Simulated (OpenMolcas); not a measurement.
# O IV: from RASSCF to RASPT2

| Property | Result |
| --- | --- |
| Program | OpenMolcas |
| Basis | ANO-RCC [8s7p4d3f2g] |
| Scalar Hamiltonian | DKH2, point nucleus |
| Active space | 3 electrons in 9 orbitals (RAS2 2s 2p; RAS3 3d, at most 2 electrons) |
| State averaging | 2S+1 = 4 odd, 1 root; 2S+1 = 2 odd, 11 roots; 2S+1 = 4 even, 3 roots; 2S+1 = 2 even, 9 roots |
| Spin-orbit coupling | state interaction with AMFI integrals over the reference wave functions, term energies averaged over their components |

Methods on the same reference wave functions:
A. RASSCF
B. SS-RASPT2, IPEA 0.25 Eh, imaginary shift 0.1 Eh (closed shells correlated: 1s)
C. MS-RASPT2, IPEA 0.25 Eh, imaginary shift 0.1 Eh (closed shells correlated: 1s)

Energies in cm-1 above 2s2 2p 2P* 1/2, the measured ground level; measured values from Moore, Selected Tables of Atomic Spectra, NSRDS-NBS 3, section 10.

```tsv
Level	A	B	C	Measured
2s2 2p 2P* 1/2	0.0	0.0	0.0	0.0
2s2 2p 2P* 3/2	355	355	356	386
2s 2p2 4P 1/2	69415	71040	71050	71440
2s 2p2 4P 3/2	69542	71170	71180	71570
2s 2p2 4P 5/2	69752	71380	71390	71756
2s 2p2 2D 3/2	129207	127170	127180	126950
2s 2p2 2D 5/2	129209	127170	127180	126936
2s 2p2 2S 1/2	170372	164710	164720	164366
2s 2p2 2P 1/2	184241	180980	180990	180481
2s 2p2 2P 3/2	184489	181230	181240	180724
2p3 4S* 3/2	231647	231350	231360	231538
2p3 2D* 3/2	257950	255510	255520	255185
2p3 2D* 5/2	257953	255510	255520	255156
2p3 2P* 1/2	295577	289920	289940	289015
2p3 2P* 3/2	295593	289930	289950	289024
```

Deviations, from unrounded energies. A percentage is the sum of absolute deviations over the sum of measured energies, with the sign that they share, or ± where signs differ.

```tsv
Against measurement	Levels	A	B	C
mean absolute deviation (cm-1)	14	3100	410	410
fine structure of the ground term (%)	1	-7.9	-7.9	-7.7
other configurations (%)	13	±1.9	±0.2	±0.2
```

B, C lie about equally close to measurement and A furthest from it. The largest miss of B in the table is 2p3 2P* 3/2, by +910 cm-1. The ranking rests on the paired levels alone, and a cruder setting can come out closer through cancelling errors.

Between B and C the level of the table that moves most is 2p3 2P* 1/2, by 22 cm-1 (lowest in B, highest in C). Moves below CASPT2's spread within the term are not significant.

The two smallest mean deviations differ by little beside CASPT2's spread within terms, so their order carries little weight.

The lowest spin-free term lies below A's lowest term by 0.055 hartree in B, 0.055 hartree in C.

CASPT2 breaks the degeneracy within a term, and the mean is taken; among the terms shown or strongly mixed into the levels shown the widest spread is 14 cm-1 (2p3 2D*, C). Active for correlation alone: 3d; no level in the range computed is led by a configuration that fills it, so any true level of that kind is missing. Measured partners are found by configuration, term and J. A level has none where our copy of the source lacks it or the pairing is in doubt (some pairs that miss far off the trend of their configuration count as doubtful), and it then counts in no deviation. Levels of configurations outside the active space are missing.

* marks odd parity.
